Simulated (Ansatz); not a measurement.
Conformers of F$_{3}$H$_{4}$NO$_{2}$Si$_{2}$ (`O[SiH](F)N[Si](O)(F)F`), each relaxed with PBE0-D4/def2-TZVP in Ansatz. CBS adds the triple-zeta coupled-cluster correction to the MP2 limit.

Not all of them had a frequency check.

Conformer A:

```xyz
12

O     1.448    1.674   -0.610
Si   -0.135    1.524   -0.922
F    -0.998    2.703   -0.288
N    -0.722    0.058   -0.240
Si    0.120   -1.204    0.496
O    -0.897   -2.003    1.463
F     1.355   -0.597    1.293
F     0.790   -2.222   -0.516
H     1.786    1.417    0.252
H    -0.314    1.624   -2.377
H    -1.727   -0.059   -0.241
H    -0.707   -2.915    1.689
```

Conformer B:

Cartesian coordinates in Å:
```
O 0.448 -2.483 0.744
Si 0.620 -0.867 0.788
F 1.938 -0.389 0.013
N -0.721 -0.238 -0.053
Si -0.899 1.284 -0.788
O 0.498 2.090 -0.795
F -1.505 1.081 -2.235
F -1.941 2.202 -0.039
H 0.939 -3.019 1.367
H 0.804 -0.378 2.168
H -1.484 -0.892 -0.170
H 1.302 1.608 -1.000
```

Q: Which is lowest in electronic energy at CCSD(T)/CBS (frozen core, def2 sets), and by how much? (Best estimate.)

A: Computed: A; B lies 1.3 kJ/mol higher. Gaps under about 2 kJ/mol don't settle the order.

Q: Give the energies relative to A (kJ/mol) with ωB97M-V/def2-TZVPP, B2PLYP/def2-TZVPP, PBE0/def2-TZVPP, B3LYP/def2-TZVPP, CCSD/def2-TZVPP, MP2/CBS(def2), CCSD/CBS(def2). (An estimate is asked.)

A: Ansatz gave: 
```csv
level,B
ωB97M-V/def2-TZVPP,1.9
B2PLYP/def2-TZVPP,1.8
PBE0/def2-TZVPP,1.5
B3LYP/def2-TZVPP,1.9
CCSD/def2-TZVPP,1.6
MP2/CBS(def2),1.5
CCSD/CBS(def2),1.4
```

B3LYP here is the variant with VWN-RPA as its local correlation; programs differ in this.
